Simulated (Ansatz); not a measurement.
The cluster B8Sb8⁺, relaxed as a doublet with UKS PBE-D4/def2-SVP in Ansatz, starting from the GFN1-xTB geometry. Force threshold 0.03 eV/Å.

In the def2 sets Sb takes a core potential; there is no spin–orbit coupling. The structure comes from a short search, and lower isomers may exist.

Start:

Cartesian coordinates in Å:
```
B 1.137 -0.465 -1.877
B 1.593 -1.216 0.009
B -0.969 -1.886 1.265
B -0.762 1.265 -1.046
B 1.604 0.243 0.892
B 2.390 -0.103 -0.812
B -2.071 -0.861 1.453
B 0.159 -1.582 -1.393
Sb -2.580 1.156 2.128
Sb -2.870 1.763 -0.593
Sb 0.012 2.147 0.789
Sb 0.959 1.701 -2.387
Sb 0.071 -0.096 2.486
Sb -1.906 -0.869 -0.887
Sb 0.466 -3.160 0.136
Sb 2.765 1.963 -0.161
```

Problem. Estimate the energy that the relaxation releases and the steps that it takes.

Solution. 79.7 kcal/mol, in 33 steps; 2.2 min on 2 threads of AMD EPYC 7R13 on a shared host and a share (18 GiB) of an NVIDIA H100 80GB HBM3. No frequencies were taken in this run, so the end may be a saddle point.

Problem. Does the start keep its bonding?

Solution. Bonds lost: B4–Sb14, Sb9–Sb11, Sb10–Sb11, Sb11–Sb13, Sb12–Sb16 (atoms count from 1). Bonds formed: B2–B3, B3–B8, B4–B5, B4–B6 (atoms count from 1).

Problem. Predict the relaxed structure.

Solution. 
```csv
atom,x (Å),y (Å),z (Å)
B1,0.747,-0.704,-1.779
B2,0.857,-0.928,-0.073
B3,-0.551,-1.819,0.626
B4,0.084,1.652,-0.598
B5,0.915,0.851,0.762
B6,1.536,0.481,-0.776
B7,-1.931,-0.975,1.153
B8,-0.297,-1.740,-1.103
Sb9,-2.765,0.740,2.286
Sb10,-2.190,1.345,-0.562
Sb11,0.959,3.230,0.789
Sb12,0.932,1.267,-2.838
Sb13,-0.072,-0.219,2.528
Sb14,-2.570,-1.536,-0.976
Sb15,1.112,-3.225,0.230
Sb16,3.233,1.579,0.331
```
Bond lengths: 18 × B–Sb 2.21 to 2.59 Å; 12 × B–B 1.62 to 1.97 Å; 4 × Sb–Sb 2.85 to 2.97 Å.
